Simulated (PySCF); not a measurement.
# Low-lying terms of Ge⁴⁺ (germanium, charge +4)

Ground state [Ar] 3d10, ¹S. Calculation: PySCF 2.14, in aug-cc-pVTZ-PP with one added diffuse shell each of s, d, f type with ECP10MDF (7s5p5d3f, 68 functions); a scalar-relativistic core potential. Vertical excitation energies in eV without spin-orbit coupling; excited terms of each kind are numbered among those the solver found. Frozen: 3s2 3p6.

| term | leading excitation | EOM-EE-CCSD |
| --- | --- | --- |
| 1 3D | 3d → s | 29.322 |
| 1 1D | 3d → s | 30.013 |
| 1 3P° | 3d → p | 40.413 |
| 1 3F° | 3d → p | 40.929 |
| 1 1F° | 3d → p | 41.326 |
| 1 1D° | 3d → p | 41.841 |
| 1 3D° | 3d → p | 41.842 |
| 1 1P° | 3d → p | 42.119 |
| 1 3S | 3d → d | 56.577 |
| 1 3G | 3d → d | 57.234 |
| 1 1G | 3d → d | 57.370 |

The solver can miss terms.
